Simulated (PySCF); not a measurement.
A GIAO shielding run with PySCF 2.14 (density fitting, non-relativistic, gas phase) on SMILES C=CO[C@@H](CCl)O[SiH3], C₄H₉ClO₂Si:

```
$ OMP_NUM_THREADS=1 python probes_run.py task.json out

{"job": {"kind": "nmr", "xc": "PBE0", "basis": "pcSseg-1"}, "charge": 0, "multiplicity": 1}
C      2.327574     0.898640    -0.381721
C      2.233946    -0.403913    -0.188433
O      1.110200    -1.173365    -0.070044
C     -0.133340    -0.545156    -0.187498
C     -1.156018    -1.681605    -0.242718
Cl    -2.720544    -1.057535    -0.762407
O     -0.337534     0.294680     0.878439
Si    -1.523024     1.366401     1.193184
H      1.474031     1.548775    -0.439516
H      3.294349     1.357926    -0.465837
H      3.099306    -1.046686    -0.107501
H     -0.174013     0.030789    -1.132437
H     -0.829987    -2.433938    -0.959315
H     -1.268669    -2.120389     0.747983
H     -2.700981     0.699760     1.742946
H     -1.883323     2.090429    -0.027849
H     -0.818971     2.187216     2.165929
```

Hardware: 1 thread of an Intel Xeon, shared host. The job also computes population analyses, field gradients.

Q: How large is the calculation?

A: 80 electrons, 195 basis functions and 1058 auxiliary functions.

Q: How long does it take, and how much memory does it need?

A: 52 s of wall time, with 14 SCF cycles and 5 response iterations; peak memory 0.86 GiB. Times on a shared host scatter by some tens of per cent.
